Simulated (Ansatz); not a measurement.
Molecule: HO (charge +1, triplet). 
Coordinates optimised at B3LYP-D3(BJ)/def2-TZVP (Ansatz, a quantum-chemistry and plane-wave program):
SMILES: [OH+]
```xyz
2

O      0.0000     0.0000    -0.1156
H      0.0000     0.0000     0.9251
```
Charge +1, spin multiplicity 3.

Basis-set convergence of Hartree-Fock and CCSD correlation energies (hartree) with Ansatz. Valence correlation only, unless marked. UHF or UKS for open shells. Spin-orbit coupling is left out. No relativistic terms.

| basis | functions | E(HF) | E(corr, CCSD) |
|---|---|---|---|
| cc-pVDZ | 19 | -74.98296 | -0.12624 |
| cc-pVTZ | 44 | -75.00336 | -0.16269 |
| cc-pVQZ | 85 | -75.00886 | -0.17405 |
| cc-pV5Z | 146 | -75.01026 | -0.17802 |

Extrapolating the two largest sets (X = 4 and 5) as X^-3: E(corr) = (125·(-0.17802) - 64·(-0.17405))/61 = -0.1822 Eh, an estimate of the basis-set limit. The largest set recovers 97.7 % of it, the smallest 69.3 %.
